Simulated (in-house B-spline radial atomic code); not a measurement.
Two electrons outside the [Ar] 3d10 4s2 4p6 core: Pd8+

Computed with a B-spline radial code for spherical atoms: configuration interaction (CI) of the two valence electrons in the field of the frozen Dirac-Fock core, alone and with many-body perturbation theory for the core (screened one- and two-electron correlation potentials), Breit and QED terms; no-pair Dirac Hamiltonian, finite nucleus. Labels give the configuration (outer n counted up each series) and the leading LS term, or the jj pair where no LS term holds 70 %.

Command:
```bash
python run_mb.py task.json out
```
Settings (nuclear radius in fm, box in bohr, cutoff in hartree):
```
basis_form          3
Z                   46
core_configuration  [Ar] 3d10 4s2 4p6
rms_radius          4.5318
mass_number         106
speed_of_light      137.036
box_radius          9.0
lmax                6
intervals           61
virtual_cutoff      4232.0
```

Time taken, with all properties: 110 s on 1 thread of Arm Neoverse V1, with other jobs on the host.

Excitation energies (eV):

```tsv
level	purity of the LS term	CI alone	CI + MBPT + Breit + QED	Landé g of the LS mixture
4d2 3F2	0.959	0	0	0.68
4d2 3F3	1.0	0.55077	0.56153	1.08
4d2 3F4	0.98	1.1207	1.1358	1.25
4d2 (3/2,5/2)2	0.616 (1D)	2.1833	2.1947	1.17
4d2 3P0	0.98	2.2647	2.2225	-
4d2 3P1	1.0	2.5263	2.483	1.50
4d2 (5/2,5/2)2	0.647 (3P)	3.1133	3.1147	1.32
4d2 1G4	0.98	3.575	3.3426	1.00
4d2 1S0	0.98	7.1505	7.5783	-
4d5s 3D1	1.0	37.486	38.79	0.50
4d5s 3D2	0.875	37.65	38.961	1.15
4d5s 3D3	1.0	?	?	?
4d5s 1D2	0.874	?	?	?
```

(1) Where does 4d5s 3D3 lie?

(2) Where does 4d5s 1D2 lie?

(3) What is the first ionisation energy?

## Answers

(1) 38.28 eV in CI alone and 39.594 eV with all corrections; g = 1.33.

(2) 38.815 eV in CI alone and 40.159 eV with all corrections; g = 1.02.

(3) 141.65 eV to the 4d3/2 state of the next ion (139.15 eV from CI alone). NIST lists 141 ± 2.2 eV (tabulated theory).
